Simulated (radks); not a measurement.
The numbers below are computed, except where a source is named.
Question: Code: a radial shooting solver on a logarithmic mesh with Libxc functionals. Model: scalar-relativistic Kohn-Sham, exchange-only LDA, spin-unpolarised, spherical densities, finite nucleus; Fermi nuclear charge, rms radius of each element as measured or else 0.836 A^(1/3) + 0.57 fm. Response by self-consistent Sternheimer equations with the Hartree and adiabatic exchange-only LDA kernel, the relativistic mass of each level held fixed and spin-orbit coupling left out. Rank He, F7+, O6+, Li+, Ne8+, C4+, B3+, N5+, Be2+ (NIST ground configurations) by static dipole polarisability, largest first.

Answer: He 1.765, Li+ 0.2196, Be2+ 0.05726, B3+ 0.02106, C4+ 0.009477, N5+ 0.004875, O6+ 0.002757, F7+ 0.001675, Ne8+ 0.001075 bohr^3.
